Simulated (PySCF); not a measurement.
Two species compared at the same levels of theory.

First species: C5H12SSi3.
Atom-mapped SMILES: `[CH:1]#[C:2][SiH2:3][Si@H:4]1[CH2:5][C@H:6]([S:7][SiH3:8])[CH2:9]1` (hydrogens: H10 on C1; H11, H12 on Si3; H13 on Si4; H14, H15 on C5; H16 on C6; H17, H18, H19 on Si8; H20, H21 on C9)

Second species: C9H13N.
Cartesian coordinates in Å at the GFN2-xTB level; atoms count from 1:
```xyz
23
C9H13N angstrom
N     -2.1929    2.9031    1.0162
C     -2.0555    1.9111    0.4618
C     -1.8803    0.6564   -0.2059
C     -1.5896   -0.5722    0.6851
C     -0.5729   -1.0424   -0.3670
C      0.7268   -1.7005    0.0737
C      1.7303   -0.7085    0.6529
C      1.9154    0.4619   -0.3066
C      0.6146    1.2533   -0.3936
C     -0.5309    0.3962   -0.9304
H     -2.7354    0.4858   -0.8653
H     -2.4317   -1.2302    0.8886
H     -1.1200   -0.2893    1.6248
H     -1.0751   -1.7017   -1.0806
H      1.1816   -2.1818   -0.7959
H      0.5006   -2.4814    0.8037
H      2.6819   -1.2161    0.8213
H      1.3800   -0.3318    1.6161
H      2.1963    0.0889   -1.2939
H      2.7137    1.1160    0.0478
H      0.3694    1.6149    0.6075
H      0.7424    2.1308   -1.0309
H     -0.5733    0.4643   -2.0192
```

Levels: PBE0/pcSseg-1 for HOMO energy, LUMO energy and HOMO–LUMO gap. Geometries: GFN2-xTB. All species are isolated and taken at one optimised geometry, non-relativistic unless stated; the electronic structure was computed with PySCF and density fitting.

Dipoles, sizes and rotational constants follow the conformer. The torsions of the flexible species, by atom-mapped SMILES:
- `[CH:1]#[C:2][SiH2:3][Si@H:4]1[CH2:5][C@H:6]([S:7][SiH3:8])[CH2:9]1`: C2–Si3–Si4–C5 -37°, C5–C6–S7–Si8 76°

The conformers of `N#C[C@@H]1C[C@@H]2CCCC[C@@H]21` aren't listed.

Values for the first species:

* HOMO energy: -6.70 eV
* LUMO energy: -0.52 eV
* HOMO–LUMO gap: 6.18 eV

(1) Estimate the same properties for the second species, and the change in each.

## Answers

(1) 
```tsv
property	first	second	second less first
HOMO energy	-6.70 eV	-8.41 eV	-1.71 eV
LUMO energy	-0.52 eV	0.68 eV	+1.20 eV
HOMO–LUMO gap	6.18 eV	9.09 eV	+2.91 eV
```

